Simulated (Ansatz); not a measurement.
Ligand exchange: HBr + GaH2Br → H2 + GaHBr2

Species: HBr (hydrogen bromide), singlet; GaH2Br `[GaH2][Br]`, singlet; H2 (hydrogen), singlet; GaHBr2 `[Br][GaH][Br]`, singlet. The partners trade Br for H: H–Br and Ga–H bonds give way to H–H and Ga–Br.

Shapes, held fixed at every level: PBE0-D4/def2-TZVP. Programs: Ansatz 0.2.0. The zero-point and thermal change to 298 K, harmonic and unscaled (PBE0-D4/def2-TZVP), is -0.9 kJ/mol.

| level | kind | ΔH(298 K) (kJ/mol) | less CCSD(T)/def2-TZVPP |
| --- | --- | --- | --- |
| HF/def2-SVP | Hartree–Fock | -99.3 | +12.0 |
| HF/def2-TZVPP | Hartree–Fock | -107.3 | +4.0 |
| PBE-D4/def2-TZVPP | GGA | -111.8 | -0.5 |
| B2PLYP/def2-TZVPP | double hybrid | -111.3 | 0.0 |
| CCSD(T)/def2-SVP | coupled cluster or CI | -104.7 | +6.6 |
| CCSD/def2-SVP | coupled cluster or CI | -102.3 | +9.0 |
| CCSD/def2-TZVPP | coupled cluster or CI | -108.0 | +3.3 |
| CCSD(T)/def2-TZVPP | coupled cluster or CI | -111.3 | 0.0 |

The highest level, CCSD(T)/def2-TZVPP, gives ΔH(298 K) = -111.3 kJ/mol; the levels span -111.8 to -99.3. The column of differences is taken from that level and isn't an error. No measured value is set beside it here. Relativity is left out for Br, Ga unless named. Correlated rows may include outer-core shells of Br, Ga, which these sets cover unevenly.
